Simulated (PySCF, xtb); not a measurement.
Zn(Cl)(OSiH3) (ClH3OSiZn), SMILES [SiH3][O][Zn][Cl]. One conformer was computed; it need not be the lowest.

Harmonic wavenumbers (cm⁻¹) from xtb with GFN2-xTB at its own minimum, in rising order: 41, 47, 96, 122, 275, 382, 589, 594, 746, 784, 818, 942, 2191, 2213, 2242.

Q: What does B3LYP-D3(BJ)/def2-SVP in PySCF 2.14.0 give at its own minimum? (Estimate from the structure and the level; the computed values follow.)

A: 33, 58, 118, 141, 377, 546, 732, 742, 952, 961, 1020, 1033, 2180, 2189, 2223. Paired by order, the mean absolute difference is 90 cm⁻¹ and the zero-point energies are 17.3 and 19.0 kcal/mol.
